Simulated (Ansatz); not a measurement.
Cartesian coordinates (Å):
SMILES: o1cc(S)c(c1)S
```xyz
11

S     -2.3498     0.9656     0.1593
C     -0.9176    -0.0482     0.0882
C     -0.8877    -1.4128     0.1688
O      0.3788    -1.8634     0.0787
C      1.1870    -0.7957    -0.0617
C      0.4552     0.3586    -0.0642
S      0.9614     2.0319    -0.2135
H     -1.6929     2.1370     0.0267
H     -1.6679    -2.1593     0.2869
H      2.2519    -0.9931    -0.1486
H      2.2816     1.7794    -0.3207
```
Charge 0, multiplicity 1.

Calculation: Ansatz (a program for electronic structure) with frozen-core CCSD(T)/cc-pVTZ // PBE0-D3(BJ)/def2-SVP. The restricted HF reference is unstable towards unrestricted orbitals.

```yaml
HF energy: -1023.78785 Ha
MP2 correlation energy: -1.21658 Ha
```

Task: Estimate the CCSD correlation energy, the (T) correction, the total energy and the T1 diagnostic.

Result: 
| Item | Result |
|---|---|
| CCSD correlation energy | -1.24978 Ha |
| (T) correction | -0.06569 Ha |
| CCSD(T) total energy | -1025.10332 Ha |
| T1 diagnostic | 0.013 |
